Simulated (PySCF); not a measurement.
# K: excitation energy

K [Ar] 4s1 (2S) → K [Ar] 3d1 (2D), as a difference of total energies. Computed with PySCF 2.14 in x2c-QZVPPall (11s7p4d3f, 73 functions), with scalar relativity by spin-free X2C-1e. Correlated levels: valence and next inner shell: [Ne] frozen. The calculations carry no spin-orbit coupling.

| method | excitation energy (eV) | error (eV) |
| --- | --- | --- |
| UHF | 2.679 | +0.009 |
| LDA | 2.507 | -0.163 |
| PBE | 2.349 | -0.321 |
| PBE0 | 2.440 | -0.230 |
| r2SCAN | 2.411 | -0.259 |
| r2SCANh | 2.456 | -0.214 |
| wB97X-V | 2.660 | -0.010 |
| TPSS | 2.270 | -0.400 |
| MP2 (valence and next inner shell) | 2.843 | +0.173 |
| SCS-MP2 (valence and next inner shell) | 2.813 | +0.143 |

Reference: 2.670 eV (measured; NIST levels, between the centres of gravity of the two terms).

Errors of the correlated levels include the incompleteness of this basis and the frozen core.

The basis was made for the ground configuration and has no added diffuse functions, so the excitation energy can come out too high.
